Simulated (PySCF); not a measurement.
## Correlation energy of Ar³⁺ (argon, charge +3)

[Ne] 3s2 3p3, high-spin 4S determinant. All numbers are calculated (PySCF 2.14, the spin-free X2C one-electron Hamiltonian (Gaussian nucleus), in aug-cc-pVDZ-DK). Frozen: [Ne]; 5 electrons correlated.

MP2 pair energies summed by pair of shells (mhartree):

| pair | energy | share (%) |
| --- | --- | --- |
| 3s-3p | -49.11 | 66.6 |
| 3p-3p | -17.73 | 24.0 |
| 3s-3s | -6.91 | 9.4 |

Total MP2 correlation energy: -73.75 mhartree.

Same-spin part -18.81 and opposite-spin part -54.94 mhartree; SCS-MP2 scales them by 1/3 and 6/5 to -72.20 mhartree.

| level | correlation energy (mhartree) |
| --- | --- |
| CCSD | -92.61 |
| (T) | -0.78 |
| CCSD(T) | -93.39 |

Diagnostics: T1 = 0.0013, D1 = 0.0038, largest double amplitude 0.053.

Cost of the coupled-cluster step: 0.24 s of wall time on 1 thread of Neoverse-N1 (shared host), for 5 correlated electrons.
